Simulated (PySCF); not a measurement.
Species: 1-ethoxy-2-methoxybenzene, C₉H₁₂O₂.
Numbering: `[CH3:1][CH2:2][O:3][c:4]1[cH:5][cH:6][cH:7][cH:8][c:9]1[O:10][CH3:11]` (hydrogens: H12, H13, H14 on C1; H15, H16 on C2; H17 on C5; H18 on C6; H19 on C7; H20 on C8; H21, H22, H23 on C11)

Method: PBE0-D3(BJ)/def2-SVP geometry optimisation, gas phase (PySCF).

**Question.** What internal coordinates does the optimisation give?

**Answer.** 
```json
{"bond": "C1–C2", "length (Å)": "1.516", "order": "single"}
{"bond": "C2–O3", "length (Å)": "1.408", "order": "single"}
{"bond": "O3–C4", "length (Å)": "1.347", "order": "single"}
{"bond": "C4–C5", "length (Å)": "1.393", "order": "aromatic"}
{"bond": "C5–C6", "length (Å)": "1.400", "order": "aromatic"}
{"bond": "C6–C7", "length (Å)": "1.385", "order": "aromatic"}
{"bond": "C7–C8", "length (Å)": "1.400", "order": "aromatic"}
{"bond": "C8–C9", "length (Å)": "1.392", "order": "aromatic"}
{"bond": "C9–O10", "length (Å)": "1.347", "order": "single"}
{"bond": "O10–C11", "length (Å)": "1.397", "order": "single"}
{"bond": "C4–C9", "length (Å)": "1.419", "order": "aromatic"}
{"bond": "C1–H12, C1–H13, C1–H14", "length (Å)": "1.100", "order": "single"}
{"bond": "C2–H15, C2–H16", "length (Å)": "1.103", "order": "single"}
{"bond": "C5–H17", "length (Å)": "1.090", "order": "single"}
{"bond": "C6–H18", "length (Å)": "1.092", "order": "single"}
{"bond": "C7–H19", "length (Å)": "1.092", "order": "single"}
{"bond": "C8–H20", "length (Å)": "1.090", "order": "single"}
{"bond": "C11–H21, C11–H22, C11–H23", "length (Å)": "1.103", "order": "single"}
```

Bonds in one row agree within 0.01 Å and their mean is given. Orders are formal, as drawn. A selection of angles:
```json
{"angle": "C2–C1–H12", "degrees": "112.0"}
{"angle": "C2–C1–H13", "degrees": "110.3"}
{"angle": "H12–C1–H13", "degrees": "108.2"}
{"angle": "C1–C2–O3", "degrees": "112.8"}
{"angle": "C1–C2–H15", "degrees": "111.4"}
{"angle": "C1–C2–H16", "degrees": "110.0"}
{"angle": "O3–C2–H15", "degrees": "110.4"}
{"angle": "O3–C2–H16", "degrees": "104.9"}
{"angle": "H15–C2–H16", "degrees": "106.8"}
{"angle": "C2–O3–C4", "degrees": "120.0"}
{"angle": "O3–C4–C5", "degrees": "125.6"}
{"angle": "O3–C4–C9", "degrees": "115.2"}
{"angle": "C5–C4–C9", "degrees": "119.2"}
{"angle": "C4–C5–C6", "degrees": "120.7"}
{"angle": "C4–C5–H17", "degrees": "120.1"}
{"angle": "C6–C5–H17", "degrees": "119.3"}
{"angle": "C5–C6–C7", "degrees": "120.1"}
{"angle": "C5–C6–H18", "degrees": "119.4"}
{"angle": "C7–C6–H18", "degrees": "120.5"}
{"angle": "C6–C7–C8", "degrees": "119.9"}
{"angle": "C6–C7–H19", "degrees": "120.6"}
{"angle": "C8–C7–H19", "degrees": "119.5"}
{"angle": "C7–C8–C9", "degrees": "120.5"}
{"angle": "C7–C8–H20", "degrees": "119.5"}
{"angle": "C9–C8–H20", "degrees": "120.0"}
{"angle": "C8–C9–O10", "degrees": "124.8"}
{"angle": "C4–C9–C8", "degrees": "119.7"}
{"angle": "C4–C9–O10", "degrees": "115.5"}
{"angle": "C9–O10–C11", "degrees": "118.5"}
{"angle": "O10–C11–H21", "degrees": "112.0"}
{"angle": "O10–C11–H22", "degrees": "106.7"}
{"angle": "H21–C11–H22", "degrees": "108.8"}
```

Torsions: C1–C2–O3–C4 80° (synclinal); C2–O3–C4–C5 2° (synperiplanar); C8–C9–O10–C11 -1° (synperiplanar). The mirror-image conformer, all signs reversed, is as good.

Of the pairs four or more bonds apart, C11···H20 is among the closest relative to their van der Waals radii: 2.51 Å, 87 % of the sum of Bondi's values. The 6-membered ring C4–C5–C6–C7–C8–C9 has internal angles of 119.2° to 120.7° (sum 720°, against 720° for a flat polygon); it is planar, 0.00 Å rms from its mean plane, widest ring torsion 0°. The 4 C–O bonds span 1.347 Å (O3–C4, drawn single) to 1.408 Å (C2–O3, drawn single), a spread of 0.061 Å. The 7 C–C bonds span 1.385 Å (C6–C7, aromatic) to 1.516 Å (C1–C2, drawn single), a spread of 0.131 Å.

Point group: C1 (no symmetry element, even within 0.4 Å). No PBE0-D3(BJ)/def2-SVP frequencies stand behind this structure, so it isn't proved a minimum. The numbers are those of one conformer.
